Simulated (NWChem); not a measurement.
Species: CH₂ClFO₂Si; SMILES C([Si@](O)(F)Cl)=O

```xyz
8

O      0.6208     2.3786    -0.2807
C      0.6604     1.4517     0.5121
Si    -0.3644    -0.1034     0.0498
O     -1.0150     0.2366    -1.4098
F     -1.4978    -0.3677     1.1515
Cl     0.8228    -1.7755    -0.0053
H      1.2718     1.5335     1.4370
H     -0.7980     1.1472    -1.6815
```
Atoms are numbered in this order, from 1.

The geometry was optimised at B3LYP/6-31G* (spherical d).

Question: Give the principal values of the shielding tensors (ppm) of O1, C2, Si3, O4, F5 from PBE0/pcSseg-1, GIAO (NWChem), with their diamagnetic and paramagnetic parts as GIAO splits them.

Answer: 
```csv
atom,σ11,σ22,σ33,isotropic,diamagnetic,paramagnetic
O1,-1578.3,-584.2,406.5,-585.3,400.0,-985.4
C2,-164.3,-99.4,94.8,-56.3,255.3,-311.6
Si3,341.8,398.3,478.5,406.2,879.6,-473.4
O4,220.5,295.4,322.9,279.6,389.7,-110.1
F5,248.5,309.3,370.0,309.2,470.9,-161.7
```
